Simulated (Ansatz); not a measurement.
Reaction (formal loss of a carbene): `COBO` → `[CH2]` (triplet) + `OBO`

Computed with Ansatz on PBE0-D4/def2-TZVP structures; ΔE is electronic, products minus reactants. CBS: MP2 limit from def2 TZ/QZ plus the TZ coupled-cluster correction, frozen cores. This one scheme is used for every species. Functionals use def2-TZVPP. B3LYP here is the variant with VWN-RPA as its local correlation; programs differ in this. Triplets are unrestricted, without spin–orbit coupling. One conformer a species, not always the lowest.

```json
{"level": "PBE-D4", "ΔE (kJ/mol)": "390.0", "difference from CCSD(T)/CBS": "9.3"}
{"level": "r2SCAN-D4", "ΔE (kJ/mol)": "360.7", "difference from CCSD(T)/CBS": "-20.0"}
{"level": "PBE0-D4", "ΔE (kJ/mol)": "379.8", "difference from CCSD(T)/CBS": "-0.9"}
{"level": "B3LYP-D4", "ΔE (kJ/mol)": "380.0", "difference from CCSD(T)/CBS": "-0.7"}
{"level": "ωB97X-V", "ΔE (kJ/mol)": "396.6", "difference from CCSD(T)/CBS": "15.9"}
{"level": "ωB97M-V", "ΔE (kJ/mol)": "385.6", "difference from CCSD(T)/CBS": "4.9"}
{"level": "B2PLYP", "ΔE (kJ/mol)": "376.1", "difference from CCSD(T)/CBS": "-4.6"}
{"level": "PBE", "ΔE (kJ/mol)": "385.4", "difference from CCSD(T)/CBS": "4.7"}
{"level": "r2SCAN", "ΔE (kJ/mol)": "359.4", "difference from CCSD(T)/CBS": "-21.3"}
{"level": "PBE0", "ΔE (kJ/mol)": "375.9", "difference from CCSD(T)/CBS": "-4.8"}
{"level": "B3LYP", "ΔE (kJ/mol)": "372.8", "difference from CCSD(T)/CBS": "-7.9"}
{"level": "HF/def2-TZVPP", "ΔE (kJ/mol)": "245.4", "difference from CCSD(T)/CBS": "-135.3"}
{"level": "MP2/def2-TZVPP", "ΔE (kJ/mol)": "378.9", "difference from CCSD(T)/CBS": "-1.8"}
{"level": "SCS-MP2/def2-TZVPP", "ΔE (kJ/mol)": "384.8", "difference from CCSD(T)/CBS": "4.1"}
{"level": "CCSD/def2-TZVPP", "ΔE (kJ/mol)": "361.0", "difference from CCSD(T)/CBS": "-19.7"}
{"level": "CCSD(T)/def2-TZVPP", "ΔE (kJ/mol)": "371.4", "difference from CCSD(T)/CBS": "-9.3"}
{"level": "HF/def2-QZVPP", "ΔE (kJ/mol)": "245.8", "difference from CCSD(T)/CBS": "-134.9"}
{"level": "MP2/def2-QZVPP", "ΔE (kJ/mol)": "384.4", "difference from CCSD(T)/CBS": "3.7"}
{"level": "SCS-MP2/def2-QZVPP", "ΔE (kJ/mol)": "391.5", "difference from CCSD(T)/CBS": "10.8"}
{"level": "HF/CBS(def2)", "ΔE (kJ/mol)": "245.9", "difference from CCSD(T)/CBS": "-134.8"}
{"level": "MP2/CBS(def2)", "ΔE (kJ/mol)": "388.2", "difference from CCSD(T)/CBS": "7.5"}
{"level": "CCSD/CBS(def2)", "ΔE (kJ/mol)": "370.3", "difference from CCSD(T)/CBS": "-10.4"}
{"level": "CCSD(T)/CBS", "ΔE (kJ/mol)": "380.7", "difference from CCSD(T)/CBS": "0"}
```

Largest T1 diagnostic among the species: 0.013.

From PBE to PBE0 (25 % exact exchange), in def2-TZVPP and without D4, ΔE moves by −9.5 kJ/mol. The D4 term adds +7.2 kJ/mol with B3LYP and +3.9 kJ/mol with PBE0; it sums over pairs of atoms, weighted by their polarisabilities, and B3LYP, whose exchange is more repulsive, gets the larger term.
